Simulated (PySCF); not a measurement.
TPSSh on Sb⁻ (antimony, charge -1), [Kr] 4d10 5s2 5p4, high-spin 3P determinant. All numbers are calculated (PySCF 2.14, the spin-free X2C one-electron Hamiltonian (Gaussian nucleus), in aug-cc-pVQZ-DK3 (9s8p6d3f2g, 102 functions)).

```
cycle= 1 E= -6480.25994335605  delta_E= -0.00924  |g|= 0.0272  |ddm|= 3.78
cycle= 2 E= -6480.26021628103  delta_E= -0.000273  |g|= 0.0131  |ddm|= 0.561
cycle= 3 E= -6480.26038897369  delta_E= -0.000173  |g|= 0.0114  |ddm|= 0.254
cycle= 4 E= -6480.26046147175  delta_E= -7.25e-05  |g|= 0.00123  |ddm|= 0.104
cycle= 5 E= -6480.26046486365  delta_E= -3.39e-06  |g|= 0.000236  |ddm|= 0.0429
cycle= 6 E= -6480.26046504832  delta_E= -1.85e-07  |g|= 2.7e-05  |ddm|= 0.00875
cycle= 7 E= -6480.26046505005  delta_E= -1.73e-09  |g|= 4.89e-06  |ddm|= 0.000411
cycle= 8 E= -6480.2604650501  delta_E= -5.09e-11  |g|= 4.1e-07  |ddm|= 9.91e-05
converged SCF energy = -6480.2604650501  <S^2> = 2.0083071  2S+1 = 3.005533
```

Highest occupied orbital energy: 1.124 eV; ⟨L²⟩ = 2.04; populations by l: s 10.00, p 22.00, d 20.00, f 0.00.

Can this result be used?

With care. The calculation finished and met its thresholds. At TPSSh the highest occupied level has a positive energy, so only the finite basis holds that electron; in a semilocal or global hybrid functional this comes from self-interaction and does not mean that the real anion is unbound.
